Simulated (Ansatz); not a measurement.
Other settings, tried on Ga6P4F6.

```yaml
crystal:
  periodic: [false, false, false]
  atoms:
    - {symbol: P, position_ang: [0.382907, 0.728227, -0.157251]}
    - {symbol: P, position_ang: [0.695553, -0.825540, -1.814451]}
    - {symbol: P, position_ang: [-0.934394, -0.489058, 1.227341]}
    - {symbol: P, position_ang: [2.207414, 1.102286, 1.144371]}
    - {symbol: Ga, position_ang: [-3.121832, -0.494005, -0.634344]}
    - {symbol: Ga, position_ang: [0.494717, -2.231011, 0.117913]}
    - {symbol: Ga, position_ang: [-2.000553, 1.603987, -3.407666]}
    - {symbol: Ga, position_ang: [-1.180220, 2.979494, -0.404872]}
    - {symbol: Ga, position_ang: [2.610753, -1.297404, 0.980817]}
    - {symbol: Ga, position_ang: [0.649617, 0.338057, 2.712627]}
    - {symbol: F, position_ang: [-2.689026, 1.439779, -1.186384]}
    - {symbol: F, position_ang: [-0.130116, -3.900349, 0.138477]}
    - {symbol: F, position_ang: [-0.993834, -0.527741, -2.268543]}
    - {symbol: F, position_ang: [-0.873884, 2.913023, -2.430524]}
    - {symbol: F, position_ang: [4.246178, -1.761874, 1.503024]}
    - {symbol: F, position_ang: [0.636729, 0.422119, 4.479476]}
basis:
  gaussian: {orbitals: cc-pVTZ-DK, fitting: {mean_field: def2-universal-jkfit}}
magnetization: {spin_polarized: true, initial_magnetization: 0}
hamiltonian: {xc: {name: wB97}}
output: {forces: true}
```

```sh
$ ansatz run in.yaml --threads 2 --pin off --events-out ev --progress --plain --max-ram 32768MiB --backend cuda --devices 0, --max-vram 18GiB
```

Output, abridged:

```
Functional definition: wB97
2570 factors; integrals over basis functions are off by at most 9.0e-1 eV
2570 factors; integrals over basis functions are off by at most 6.7e-5 eV
mean field evaluation 1: about -370966.7210 eV, gradient 6.9e1 eV
mean field evaluation 2: about -370954.5105 eV, gradient 1.0e2 eV
mean field evaluation 4: about -370982.0305 eV, gradient 3.5e0 eV
mean field evaluation 8: about -370982.1251 eV, gradient 1.9e-1 eV
mean field evaluation 16: about -370982.1259 eV, gradient 7.1e-4 eV
mean field -370982.12592198 eV, -13633.3416669163 hartree, gradient 3.6e-5 eV, S^2 0.000000; 0 other end points of the search recorded, 0 dependent functions left out
reference -370982.12590127 eV, -13633.3416661554 hartree; 150, 150 occupied and 424, 424 virtual orbitals, 2570 factors
Total energy: -370982.12590127 eV, -13633.3416661554 hartree
Relativity: scalar
Atom 0 at     0.382907     0.728227    -0.157251 Å, force     0.294096    -0.754447     0.246040 eV/Å
Atom 1 at     0.695553    -0.825540    -1.814451 Å, force    -0.926542     0.388833     0.656237 eV/Å
Atom 2 at    -0.934394    -0.489058     1.227341 Å, force     1.072934     0.223873    -0.180547 eV/Å
Atom 3 at     2.207414     1.102286     1.144371 Å, force    -0.709241    -0.910554     0.139602 eV/Å
Atom 4 at    -3.121832    -0.494005    -0.634344 Å, force    -0.101710     0.102498    -0.043270 eV/Å
Atom 5 at     0.494717    -2.231011     0.117913 Å, force    -0.068730     0.313880     0.044177 eV/Å
Atom 6 at    -2.000553     1.603987    -3.407666 Å, force    -0.001140     0.144317    -0.018196 eV/Å
Atom 7 at    -1.180220     2.979494    -0.404872 Å, force    -0.052800     0.239103     0.041795 eV/Å
Atom 8 at     2.610753    -1.297404     0.980817 Å, force     0.273533     0.168022     0.093741 eV/Å
Atom 9 at     0.649617     0.338057     2.712627 Å, force    -0.075035     0.048322    -0.291748 eV/Å
Atom 10 at    -2.689026     1.439779    -1.186384 Å, force    -0.021249    -0.195655    -0.016397 eV/Å
Atom 11 at    -0.130116    -3.900349     0.138477 Å, force     0.158489     0.451722    -0.030552 eV/Å
Atom 12 at    -0.993834    -0.527741    -2.268543 Å, force     0.721942    -0.233013     0.162709 eV/Å
Atom 13 at    -0.873884     2.913023    -2.430524 Å, force    -0.073639    -0.117691    -0.052728 eV/Å
Atom 14 at     4.246178    -1.761874     1.503024 Å, force    -0.490358     0.159104    -0.151167 eV/Å
Atom 15 at     0.636729     0.422119     4.479476 Å, force    -0.000552    -0.028313    -0.599694 eV/Å
Dipole moment:    -0.988326     0.627840    -0.760910 e Å
```

Run time 20 s (2 threads of AMD EPYC 7R13 on a shared host and a share (18 GiB) of an NVIDIA H100 80GB HBM3), peak host memory 2.4 GiB.

DK, ANO-RCC and x2c sets are all-electron and run with scalar relativity unless a key says otherwise.
